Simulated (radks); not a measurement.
Sb I, configuration [Kr] 4d10 5s2 5p3 (the NIST ground configuration). Calculated with a radial shooting solver on a logarithmic mesh with Libxc functionals: non-relativistic Kohn-Sham, TPSS, spin-polarised, spherical densities, point nucleus; open shells are filled with parallel spins first (spin-orbit coupling, left out, can overturn this in heavy ions); meta-GGA in the generalised Kohn-Sham scheme; relativity is left out, which matters for an element this heavy. Some entries of the table are withheld. Estimate them.

| orbital | occ. | eigenvalue (eV) | <r^2> (bohr^2) |
|---|---|---|---|
| 1s up | 1 | -29199.66 | 0.001188 |
| 1s down | 1 | -29199.60 | 0.001188 |
| 2s up | 1 | -4339.373 | 0.01942 |
| 2s down | 1 | -4339.361 | 0.01942 |
| 2p up | 3 | -4063.345 | 0.01462 |
| 2p down | 3 | -4063.303 | 0.01462 |
| 3s up | 1 | -849.9233 | 0.1347 |
| 3s down | 1 | -849.8829 | 0.1347 |
| 3p up | 3 | -735.1944 | 0.1297 |
| 3p down | 3 | -735.1408 | 0.1296 |
| 3d up | 5 | -523.2396 | 0.1106 |
| 3d down | 5 | -523.1848 | 0.1106 |
| 4s up | 1 | -138.6900 | 0.7626 |
| 4s down | 1 | -138.5539 | 0.7623 |
| 4p up | 3 | -99.8822 | 0.8556 |
| 4p down | 3 | -99.7399 | 0.8540 |
| 4d up | 5 | -35.1853 | 1.242 |
| 4d down | 5 | -34.9172 | 1.220 |
| 5s up | 1 | -12.7161 | 6.184 |
| 5s down | 1 | -10.4426 | 6.245 |
| 5p up | 3 | (1) | (2) |
| 5p down | 0 | (3) | (4) |

Answer. 
(1) 5p up eigenvalue (eV): -5.6324
(2) 5p up <r^2> (bohr^2): 9.533
(3) 5p down eigenvalue (eV): -3.5318
(4) 5p down <r^2> (bohr^2): 11.02
